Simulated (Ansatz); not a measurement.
Energy needed to pull apart BAsH$_{6}$ (SMILES [BH3-][AsH3+]), singlet, into free ground-state atoms, from the structure below (displaced at random from a GFN2-xTB minimum); no zero-point or spin–orbit terms; open-shell atoms are treated unrestricted, in their ground-state multiplicity.

```
8
angstrom
B -0.5892 0.2040 -0.9777
As 0.4524 -0.1909 0.6677
H -1.6981 -0.1729 -0.6957
H -0.1657 -0.5763 -1.8499
H -0.5579 1.3111 -1.1656
H 0.0941 0.5641 2.0034
H 0.5104 -1.4062 1.3367
H 1.9138 0.1188 0.8276
```

Ansatz 0.2.0; basis: def2-TZVPP; cores frozen in the correlated methods. Filled d shells of the heavier atoms are correlated. The def2 sets are not built for correlating such inner shells, so the correlated values are less sure here.

```
    method  atomization energy (eV)
    PBE-D4                    22.23
   BLYP-D4                    22.22
 r2SCAN-D4                    22.33
   PBE0-D4                    22.08
r2SCAN0-D4                        ?
   wB97M-V                    22.24
        HF                    16.20
       MP2                    21.35
      CCSD                        ?
   CCSD(T)                    21.73
```

What does r2SCAN0-D4 give? (An estimate is asked for; the value comes from the calculation.)

The calculation gives: 22.17 eV, which is about 0.44 eV more than CCSD(T)/def2-TZVPP.

What does CCSD give? (Judge from chemistry; the value comes from the calculation.)

Computed: 21.52 eV, which is about 0.21 eV less than CCSD(T)/def2-TZVPP.

In triple zeta the MP2 and coupled-cluster atomization energies are still short of their basis limit by a few kcal/mol a bond, whereas those of the functionals are nearly converged, so these differences are not deviations from converged CCSD(T).

The T1 diagnostic stays at or below 0.011.

For scale, one of the runs: CCSD(T)/def2-TZVPP forces, 163 basis functions (an equivalent command: `ansatz run in.yaml --threads 4`). Time: 62 s of wall clock on 4 CPU threads; the host was shared. Peak host memory: 2.3 GiB.
